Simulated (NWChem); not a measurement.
System: C2BrClF2; SMILES F/C(Cl)=C(\F)Br

Output (shortened):

```
             Northwest Computational Chemistry Package (NWChem) 7.3.0
             --------------------------------------------------------

                             Geometry "geometry" -> ""
                             -------------------------

 Output coordinates in angstroms (scale by  1.889725989 to convert to a.u.)

  No.       Tag          Charge          X              Y              Z
 ---- ---------------- ---------- -------------- -------------- --------------
    1 F                    9.0000     1.07997500    -2.27281900     0.00000000
    2 C                    6.0000     0.25899400    -1.24167500     0.00000000
    3 Cl                  17.0000    -1.39331700    -1.64551800     0.00000000
    4 C                    6.0000     0.74777900     0.00636400     0.00000000
    5 F                    9.0000     2.05252400     0.19968700     0.00000000
    6 Br                  35.0000    -0.28104600     1.55287400     0.00000000

 Effective nuclear repulsion energy (a.u.)     497.3501417219

                              NWChem Property Module
                              ----------------------

  itol2e modified to match energy
  convergence criterion.

                                 NWChem DFT Module
                                 -----------------

 Summary of "ao basis" -> "ao basis" (spherical)
 ------------------------------------------------------------------------------
       Tag                 Description            Shells   Functions and Types
 ---------------- ------------------------------  ------  ---------------------
 F                           6-31g*                  6       14   3s2p1d
 C                           6-31g*                  6       14   3s2p1d
 Cl                          6-31g*                  8       18   4s3p1d
 Br                          6-31g*                 12       32   5s4p3d

  itol2e modified to match energy
  convergence criterion.

            General Information
            -------------------
          SCF calculation type: DFT
          Wavefunction type:  closed shell.
          No. of atoms     :     6
          No. of electrons :    82
           Alpha electrons :    41
            Beta electrons :    41
          Charge           :     0
          Spin multiplicity:     1
          Use of symmetry is: off; symmetry adaption is: off
          Maximum number of iterations: 150
          AO basis - number of functions:   106
                     number of shells:    44
          Convergence on energy requested:  1.00D-07
          Convergence on density requested:  1.00D-05
          Convergence on gradient requested:  5.00D-04

              XC Information
              --------------
                         B3LYP Method XC Potential
                     Hartree-Fock (Exact) Exchange  0.200
                        Slater Exchange Functional  0.800 local
                    Becke 1988 Exchange Functional  0.720 non-local
              Lee-Yang-Parr Correlation Functional  0.810
                  VWN I RPA Correlation Functional  0.190 local

             Grid Information
             ----------------
          Grid used for XC integration:  fine
          Radial quadrature: Mura-Knowles
          Angular quadrature: Lebedev.
          Tag              B.-S. Rad. Rad. Pts. Rad. Cut. Ang. Pts.
          ---              ---------- --------- --------- ---------
          F                   0.50       70          11.0       590
          C                   0.70       70          10.0       590
          Cl                  1.00      123          11.0       770
          Br                  1.15      140          10.0       974
          Grid pruning is: on
          Number of quadrature shells:   543
          Spatial weights used:  Erf1

      Superposition of Atomic Density Guess
      -------------------------------------

 Sum of atomic energies:       -3305.60303359

      Non-variational initial energy
      ------------------------------

 Total energy =   -3307.539168
 1-e energy   =   -5588.440868
 2-e energy   =    1783.551558
 HOMO         =      -0.185900
 LUMO         =       0.066535

   convergence    iter        energy       DeltaE   RMS-Dens  Diis-err
 ---------------- ----- ----------------- --------- --------- ---------
 d= 0,ls=0.0,diis     1  -3309.7243881588 -3.81D+03  1.86D-02  1.45D+00
 d= 0,ls=0.0,diis     2  -3309.4994738836  2.25D-01  1.27D-02  3.68D+00
 d= 0,ls=0.0,diis     3  -3309.8854898423 -3.86D-01  1.62D-03  4.49D-02
 d= 0,ls=0.0,diis     4  -3309.8889764879 -3.49D-03  7.20D-04  7.81D-03
 d= 0,ls=0.0,diis     5  -3309.8895268141 -5.50D-04  3.10D-04  1.15D-03
  Resetting Diis
 d= 0,ls=0.0,diis     6  -3309.8896748348 -1.48D-04  6.93D-05  7.39D-05
 d= 0,ls=0.0,diis     7  -3309.8896821583 -7.32D-06  5.60D-05  8.68D-06
 d= 0,ls=0.0,diis     8  -3309.8896796959  2.46D-06  3.60D-05  2.96D-05
 d= 0,ls=0.0,diis     9  -3309.8896831658 -3.47D-06  3.67D-06  2.25D-07
 d= 0,ls=0.0,diis    10  -3309.8896831912 -2.54D-08  6.49D-07  7.66D-09

         Total DFT energy =    -3309.889683191170
      One electron energy =    -5588.321853838112
           Coulomb energy =     1932.498561562478
    Exchange-Corr. energy =     -151.416532637452
 Nuclear repulsion energy =      497.350141721916

 Numeric. integr. density =       82.000000443629

                       DFT Final Molecular Orbital Analysis
                       ------------------------------------

 Vector   39  Occ=2.000000D+00  E=-3.402456D-01
              MO Center= -2.1D-01,  8.2D-01,  5.9D-09, r^2= 3.3D+00
   Bfn.  Coefficient  Atom+Function         Bfn.  Coefficient  Atom+Function
  ----- ------------  ---------------      ----- ------------  ---------------
    87      0.663833  6 Br pz                37     -0.305551  3 Cl pz
    83     -0.297418  6 Br pz                91      0.266292  6 Br pz
    65     -0.192976  5 F  pz                51      0.159741  4 C  pz
    41     -0.154464  3 Cl pz                69     -0.148157  5 F  pz
    33      0.117913  3 Cl pz                55      0.099148  4 C  pz

 Vector   40  Occ=2.000000D+00  E=-3.179567D-01
              MO Center= -3.6D-01,  1.0D+00,  5.0D-09, r^2= 3.1D+00
   Bfn.  Coefficient  Atom+Function         Bfn.  Coefficient  Atom+Function
  ----- ------------  ---------------      ----- ------------  ---------------
    85      0.628833  6 Br px                86      0.386048  6 Br py
    36      0.299990  3 Cl py                81     -0.279598  6 Br px
    89      0.251311  6 Br px                82     -0.172124  6 Br py
    90      0.159272  6 Br py                40      0.146354  3 Cl py
    32     -0.114947  3 Cl py                20      0.096079  2 C  s

 Vector   41  Occ=2.000000D+00  E=-2.509416D-01
              MO Center=  2.0D-01, -3.8D-01,  1.4D-09, r^2= 3.4D+00
   Bfn.  Coefficient  Atom+Function         Bfn.  Coefficient  Atom+Function
  ----- ------------  ---------------      ----- ------------  ---------------
    87     -0.375107  6 Br pz                19      0.358523  2 C  pz
    51      0.353111  4 C  pz                37     -0.296214  3 Cl pz
    23      0.228795  2 C  pz                55      0.220615  4 C  pz
     5     -0.211403  1 F  pz                65     -0.207973  5 F  pz
    41     -0.191705  3 Cl pz                91     -0.189419  6 Br pz

 Vector   42  Occ=0.000000D+00  E=-2.024677D-02
              MO Center= -5.2D-02,  9.0D-01, -7.6D-10, r^2= 3.3D+00
   Bfn.  Coefficient  Atom+Function         Bfn.  Coefficient  Atom+Function
  ----- ------------  ---------------      ----- ------------  ---------------
    52      0.857921  4 C  s                 90      0.657933  6 Br py
    89     -0.426873  6 Br px                86      0.423077  6 Br py
    88     -0.401936  6 Br s                 54      0.368580  4 C  py
    50      0.351501  4 C  py                84      0.289432  6 Br s
    53     -0.276132  4 C  px                85     -0.244305  6 Br px

 Vector   43  Occ=0.000000D+00  E=-7.077470D-03
              MO Center=  3.9D-01, -5.6D-01, -4.6D-11, r^2= 2.5D+00
   Bfn.  Coefficient  Atom+Function         Bfn.  Coefficient  Atom+Function
  ----- ------------  ---------------      ----- ------------  ---------------
    23      0.555298  2 C  pz                55     -0.549157  4 C  pz
    19      0.491957  2 C  pz                51     -0.478375  4 C  pz
    41     -0.187677  3 Cl pz                 5     -0.180845  1 F  pz
     9     -0.179492  1 F  pz                65      0.177646  5 F  pz
    69      0.175962  5 F  pz                37     -0.168673  3 Cl pz

 Vector   44  Occ=0.000000D+00  E= 2.182405D-02
              MO Center= -7.4D-01, -1.2D+00,  2.6D-10, r^2= 3.3D+00
   Bfn.  Coefficient  Atom+Function         Bfn.  Coefficient  Atom+Function
  ----- ------------  ---------------      ----- ------------  ---------------
    20      1.186859  2 C  s                 39     -0.918009  3 Cl px
    38     -0.730241  3 Cl s                 21     -0.627916  2 C  px
    52     -0.587004  4 C  s                 35     -0.410483  3 Cl px
    17     -0.373070  2 C  px                40     -0.244518  3 Cl py
    34     -0.232390  3 Cl s                 16      0.225584  2 C  s

     Multipole analysis of the density
     ---------------------------------

     L   x y z        total         alpha         beta         nuclear
     -   - - -        -----         -----         ----         -------
     0   0 0 0     -0.000000    -41.000000    -41.000000     82.000000

     1   1 0 0     -0.222699     -0.782325     -0.782325      1.341951
     1   0 1 0      0.110247     -0.234694     -0.234694      0.579636
     1   0 0 1     -0.000000     -0.000000     -0.000000      0.000000

     2   2 0 0    -37.867665   -175.949072   -175.949072    314.030480
     2   1 1 0     -0.231821     -6.182918     -6.182918     12.134014
     2   1 0 1      0.000000      0.000000      0.000000      0.000000
     2   0 2 0    -37.528417   -351.823152   -351.823152    666.117887
     2   0 1 1     -0.000000     -0.000000     -0.000000      0.000000
     2   0 0 2    -37.683308    -18.841654    -18.841654      0.000000

          -----------------------
          Electric field gradient
          -----------------------

 1 a.u. = 0.324123 10**(16) esu/cm**3  ( or statvolts/cm**2 ) = 0.97174 10**(22) v/m**2

[...]

          -----------------------------------------
          Chemical Shielding Tensors (GIAO, in ppm)
          -----------------------------------------

                                NWChem CPHF Module
                                ------------------

  scftype          =     RHF
  nclosed          =       41
  nopen            =        0
  variables        =     2665
  # of vectors     =        3
  tolerance        = 0.10D-03
  level shift      = 0.00D+00
  max iterations   =       50
  max subspace     =       30

 SCF residual:    2.9191302456946474E-005

Iterative solution of linear equations
  No. of variables     2665
  No. of equations        3
  Maximum subspace       30
        Iterations       50
       Convergence  1.0D-04

   iter   nsub   residual    time
   ----  ------  --------  ---------
     1      3    4.76D-01      38.0
     2      6    2.67D-02      42.4
     3      9    1.20D-03      46.7
     4     12    9.76D-05      51.1

      Atom:    1  F
        Diamagnetic
    476.0699    -15.4109     -0.0000
    -15.4109    483.4269     -0.0000
     -0.0000     -0.0000    462.9795

        Paramagnetic
   -215.8251     12.4232      0.0000
     12.4232   -227.5084      0.0000
      0.0000      0.0000   -124.5380

        Total Shielding Tensor
    260.2448     -2.9877      0.0000
     -2.9877    255.9185      0.0000
      0.0000      0.0000    338.4415

           isotropic =     284.8682
          anisotropy =      80.3598

          Principal Components and Axis System
                 1           2           3
              338.4415    261.7702    254.3931

      1         0.0000      0.8906      0.4547
      2         0.0000     -0.4547      0.8906
      3         1.0000     -0.0000     -0.0000

      Atom:    2  C
        Diamagnetic
    267.6145     -0.4497      0.0000
     -0.4497    265.8508      0.0000
      0.0000      0.0000    234.3809

        Paramagnetic
   -270.9714     11.9416     -0.0000
     11.9416   -183.2110     -0.0000
     -0.0000     -0.0000   -164.6624

        Total Shielding Tensor
     -3.3569     11.4920      0.0000
     11.4920     82.6398      0.0000
      0.0000      0.0000     69.7184

           isotropic =      49.6671
          anisotropy =      51.7229

          Principal Components and Axis System
                 1           2           3
               84.1490     69.7184     -4.8661

      1         0.1302     -0.0000      0.9915
      2         0.9915     -0.0000     -0.1302
      3         0.0000      1.0000      0.0000

      Atom:    3  Cl
        Diamagnetic
   1153.2966      3.9106      0.0000
      3.9106   1144.2931     -0.0000
      0.0000     -0.0000   1140.2265

        Paramagnetic
   -194.8181     79.9546      0.0000
     79.9546   -458.0251      0.0000
      0.0000      0.0000   -575.0283

        Total Shielding Tensor
    958.4785     83.8652      0.0000
     83.8652    686.2680      0.0000
      0.0000      0.0000    565.1982

           isotropic =     736.6482
          anisotropy =     368.3906

          Principal Components and Axis System
                 1           2           3
              982.2420    662.5045    565.1982

      1         0.9621     -0.2726     -0.0000
      2         0.2726      0.9621      0.0000
      3         0.0000     -0.0000      1.0000

      Atom:    4  C
        Diamagnetic
    263.8170     -3.8671      0.0000
     -3.8671    267.0088      0.0000
      0.0000      0.0000    230.2268

        Paramagnetic
   -233.7784     39.1327      0.0000
     39.1327   -211.2838     -0.0000
      0.0000     -0.0000   -164.3800

        Total Shielding Tensor
     30.0386     35.2656      0.0000
     35.2656     55.7250      0.0000
      0.0000      0.0000     65.8469

           isotropic =      50.5368
          anisotropy =      44.8146

          Principal Components and Axis System
                 1           2           3
               80.4132     65.8469      5.3504

      1         0.5735     -0.0000      0.8192
      2         0.8192     -0.0000     -0.5735
      3         0.0000      1.0000      0.0000

      Atom:    5  F
        Diamagnetic
    494.0401      3.4216      0.0000
      3.4216    464.7434     -0.0000
      0.0000     -0.0000    461.4826

        Paramagnetic
   -236.0493    -23.1463     -0.0000
    -23.1463   -197.6160      0.0000
     -0.0000      0.0000   -126.0730

        Total Shielding Tensor
    257.9908    -19.7247     -0.0000
    -19.7247    267.1274      0.0000
     -0.0000      0.0000    335.4095

           isotropic =     286.8426
          anisotropy =      72.8505

          Principal Components and Axis System
                 1           2           3
              335.4095    282.8059    242.3123

      1        -0.0000     -0.6222      0.7828
      2         0.0000      0.7828      0.6222
      3         1.0000     -0.0000     -0.0000

      Atom:    6  Br
        Diamagnetic
   3119.5459     -6.2907     -0.0000
     -6.2907   3126.3495     -0.0000
     -0.0000     -0.0000   3114.3345

        Paramagnetic
   -975.5711   -417.6451      0.0000
   -417.6451   -532.9414      0.0000
      0.0000      0.0000  -1460.4170

        Total Shielding Tensor
   2143.9748   -423.9357      0.0000
   -423.9357   2593.4081      0.0000
      0.0000      0.0000   1653.9175

           isotropic =    2130.4335
          anisotropy =    1077.1042

          Principal Components and Axis System
                 1           2           3
             2848.5029   1888.8799   1653.9175

      1        -0.5156      0.8568     -0.0000
      2         0.8568      0.5156     -0.0000
      3         0.0000      0.0000      1.0000
```

Level: B3LYP/6-31G* (spherical d), GIAO. Structure relaxed at the PBE0/def2-SVP level. NWChem prints the field gradient with the sign opposite to the second derivative of the potential. The printed shielding anisotropy is the first printed principal value minus the mean of the other two.

Problem. Which NWChem input produces such a log?

Solution. One answer among several that fit: the input that was run:
```
start job
memory heap 200 mb stack 900 mb global 1100 mb
geometry units angstroms noautosym nocenter noautoz
  F      1.079975    -2.272819     0.000000
  C      0.258994    -1.241675     0.000000
  Cl    -1.393317    -1.645518     0.000000
  C      0.747779     0.006364     0.000000
  F      2.052524     0.199687     0.000000
  Br    -0.281046     1.552874     0.000000
end
basis spherical
  * library 6-31g*
end
dft
  xc b3lyp
  iterations 150
end
property
  shielding
  efieldgrad
end
task dft property
```
